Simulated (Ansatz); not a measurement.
Diatomic GeMo, multiplicity 7 (an upper state: multiplicity 5 came lower at CCSD(T)/def2-TZVPP on PBE0 minima). No spin–orbit coupling. Ge is treated without relativity.

Constants: fifth-degree fit in 1/R to seven points, most abundant isotopes. In def2 and cc sets the state is the lowest found near the PBE0 minimum, followed along R.

Programs: Ansatz (Gaussian basis) for Hartree–Fock, density functionals and correlated methods.  In def2 rows elements past Kr take small-core potentials, without spin–orbit coupling.

| level | r_e (Å) | ω_e (cm⁻¹) | α_e (cm⁻¹) | B_e (cm⁻¹) | dipole (D) |
|---|---|---|---|---|---|
| PBE/def2-TZVPP | 2.601 | 211 | 0.00024 | 0.0592 | 1.85 |
| PBE0/def2-TZVPP | 2.614 | 201 | 0.00026 | 0.0586 | 2.38 |
| wB97X-V/def2-TZVPP | 2.625 | 197 | 0.00024 | 0.0581 | 3.07 |

Ansatz is an electronic-structure program.
